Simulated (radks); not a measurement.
The bismuth anion Bi3-, [Rn], held by a Watson sphere: a shell of charge +3.15 at radius R that stands for the Madelung well of a crystal (potential energy -3.15/R inside, -3.15/r outside, in hartree with lengths in bohr). Method: scalar-relativistic Kohn-Sham, LDA (Slater exchange, Perdew-Wang correlation), spin-polarised, spherical densities, finite nucleus; Fermi nuclear charge, rms radius of each element as measured or else 0.836 A^(1/3) + 0.57 fm; computed with a radial shooting solver on a logarithmic mesh with Libxc functionals. Response by self-consistent Sternheimer equations with the Hartree and adiabatic LDA kernel, the relativistic mass of each level held fixed and spin-orbit coupling left out. The sphere does not respond.

R (bohr)  e(5d) (eV)  e(6s) (eV)  e(6p) (eV)  <r> 6p (bohr)  sum of <r^2> (bohr^2)  X-ray form factor at sin(theta)/lambda = 0.3 1/angstrom  alpha (bohr^3)
3.09         -27.171     -16.306      -7.239          3.040                  107.6                                                   62.247           68.48
3.12         -27.100     -16.219      -7.187          3.052                  108.2                                                   62.253           69.76
3.7          -26.042     -14.787      -6.207          3.288                  119.2                                                   62.340           100.2
4.59         -25.092     -13.349      -4.946          3.635                  137.3                                                   62.390           171.6
5.71         -24.410     -12.329      -3.792          4.039                  162.0                                                   62.403           320.3
6.04         -24.267     -12.127      -3.527          4.153                  169.8                                                   62.405           381.0
6.36         -24.145     -11.960      -3.296          4.261                  177.7                                                   62.407           449.3
6.46         -24.109     -11.912      -3.229          4.294                  180.2                                                   62.408           472.8
